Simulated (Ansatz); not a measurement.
Mulliken charges of `[OH][GaH][F]` from PBE/def2-TZVPP in Ansatz (PBE0-D4/def2-TZVP geometry).

| atom | x (Å) | y (Å) | z (Å) | charge (e) |
| --- | --- | --- | --- | --- |
| O1 | -1.130 | -0.589 | -0.284 | -0.344 |
| Ga2 | 0.384 | 0.280 | 0.016 | 0.522 |
| F3 | 0.438 | 1.778 | -0.881 | -0.335 |
| H4 | -1.211 | -1.421 | 0.187 | 0.178 |
| H5 | 1.569 | -0.123 | 0.921 | -0.020 |

Q: By hand: the dipole of these point charges (1 e Å = 4.8032 D).

A: Σ q r = (0.195, -0.497, 0.416) e Å, of length 0.677 e Å = 3.25 D.

Q: How does the dipole of the full density compare? (Best estimate.)

A: Computed: (0.163, -0.505, 0.403) e Å, 3.20 D; the point charges give 1.02 times that, at 3° from its direction.

Point charges leave out the atoms' own dipoles, such as those of lone pairs, and Mulliken's split depends on the basis, so the close match here is no proof of good charges.
